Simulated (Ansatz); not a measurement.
Compare A (`C=C([SiH3])[NH][AlH2]`) with its isomer B (`C=N[CH]([AlH2])[SiH3]`).

Program: Ansatz. Geometries: PBE0-D4/def2-TZVP. ΔE: electronic, gas phase. CBS: MP2 limit from def2 TZ/QZ plus the TZ coupled-cluster correction, frozen cores. Functionals use def2-TZVPP. B3LYP here is the variant with VWN-RPA as its local correlation; programs differ in this. Each species was taken in one conformer, which may not be the lowest.

**Question.** Which isomer does CCSD(T)/CBS put lower? Give the gap. (Best estimate.)

**Answer.** Ansatz gave: A, by 130.1 kJ/mol.

**Question.** Give E(B) − E(A) in kJ/mol with ωB97M-V, r2SCAN-D4, PBE0-D4, B3LYP, PBE-D4, B2PLYP, HF/def2-TZVPP. (Best estimate.)

**Answer.** Computed: ωB97M-V 128.3, r2SCAN-D4 130.6, PBE0-D4 126.4, B3LYP 128.8, PBE-D4 122.7, B2PLYP 130.2, HF/def2-TZVPP 131.6. None reverses the order clearly.

Largest T1 diagnostic: 0.013.

From PBE to PBE0 (25 % exact exchange), in def2-TZVPP and without D4, E(B) − E(A) moves by +4.0 kJ/mol.
